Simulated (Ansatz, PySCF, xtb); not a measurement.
Protons, H atoms and electrons added to or taken from Cl[SiH2]Cl. Isolated molecules, 0 K electronic values unless said otherwise. One relaxed conformer stands for each flexible species; it need not be the lowest. Strings in code marks are SMILES.

Quantity: proton affinity at 298 K, in eV. Thermal and zero-point terms are GFN2-xTB rigid-rotor harmonic values (xtb).

Level 1: frozen-core MP2/cc-pVTZ // CAM-B3LYP-D3(BJ)/def2-TZVP (Ansatz, a quantum-chemistry and plane-wave program)
Level 2: B3LYP/6-311+G** // CAM-B3LYP-D3(BJ)/def2-TZVP (PySCF)
Level 3: BP86/6-31G* // CAM-B3LYP-D3(BJ)/def2-TZVP (PySCF)
Level 4: HF/6-31G* // CAM-B3LYP-D3(BJ)/def2-TZVP (PySCF)

```json
[
 {"species": "proton added at Cl1: `Cl[SiH2][ClH+]` (Cl–Si–Cl–H torsion 180°)", "level 1": "6.53", "level 2": "6.50", "level 3": "6.40", "level 4": "6.11"}
]
```
